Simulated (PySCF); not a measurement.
Nb, multiplicity 8 (another spin typed on purpose, not shown lowest) (core potentials on Nb).

Here is a job for PySCF.
```python
from pyscf import gto, scf, dft

mol = gto.Mole()
mol.atom = '''
    Nb    0.00000000    0.00000000    0.00000000
'''
mol.basis = 'def2-svp'
mol.ecp = {'Nb': 'def2-svp'}
mol.spin = 7
mol.verbose = 4
mol.build()

mf = dft.UKS(mol)
mf.xc = 'm062x'
mf.kernel()
```

What does this run give for the HOMO energy, number of basis functions, dipole moment, <S^2>, total energy?


```yaml
HOMO energy: -5.86 eV
number_of_basis_functions: 31
dipole_moment: 0.00 D
"<S^2>": 15.750
total_energy: -55.6083 Eh
```

These values belong to the state on which the SCF converged, which isn't shown to be the lowest.
